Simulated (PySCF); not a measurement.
PySCF input for K(OtBu) (C4H9KO), SMILES CC(C)(C)[O][K], PBE/pcSseg-1. Geometry: B3LYP-D3(BJ)/def2-SVP. The isomer is the one that the SMILES or the coordinates give; other isomers of the formula were not compared.

```python
import numpy as np
from pyscf import gto, scf, dft
from pyscf.prop.nmr import rks as nmr

mol = gto.M(
    atom='''
    K    -0.00000000   -0.00000000    2.54273327
    O     0.00000001    0.00000000    0.30546041
    C    -0.00000000   -0.00000000   -1.06647676
    C     1.25697558   -0.72571519   -1.60366053
    C    -1.25697558   -0.72571519   -1.60366053
    C    -0.00000000    1.45143038   -1.60366054
    H     1.30494325   -0.75340933   -2.70662228
    H     1.27069249   -1.76250817   -1.22849972
    H     2.16172309   -0.21919787   -1.22849972
    H    -1.27069248   -1.76250817   -1.22849972
    H    -1.30494324   -0.75340933   -2.70662228
    H    -2.16172309   -0.21919789   -1.22849972
    H     0.89103060    1.98170606   -1.22849972
    H    -0.89103061    1.98170605   -1.22849972
    H    -0.00000000    1.50681866   -2.70662228
    ''',
    basis='pcSseg-1',
    charge=0,
    spin=0,
    max_memory=1600,
    verbose=3,
)
mf = dft.RKS(mol, xc='pbe').density_fit(auxbasis='def2-universal-jkfit')
mf.grids.level = 3
mf.conv_tol = 1e-10
mf.max_cycle = 100
mf.kernel()
n = nmr.NMR(mf)
n.verbose = 2
n.max_cycle_cphf = 60
sigma = n.kernel()
print('atom   isotropic/ppm   span/ppm')
for i, s in enumerate(sigma):
    w = np.linalg.eigvalsh((s + s.T) / 2)
    print(f'{mol.atom_symbol(i):2s}{i + 1:3d} {w.mean():14.3f} {w[2] - w[0]:11.3f}')
```

Output:

```
converged SCF energy = -832.416882392697
atom   isotropic/ppm   span/ppm
K   1       1252.368     111.188
O   2        179.656     137.967
C   3        108.509      61.892
C   4        140.888      57.950
C   5        140.888      57.950
C   6        140.888      57.947
H   7         29.787       9.205
H   8         30.203       5.710
H   9         30.203       5.710
H  10         30.203       5.710
H  11         29.787       9.205
H  12         30.203       5.710
H  13         30.203       5.710
H  14         30.203       5.710
H  15         29.787       9.206
```

The calculation finished and met its thresholds.
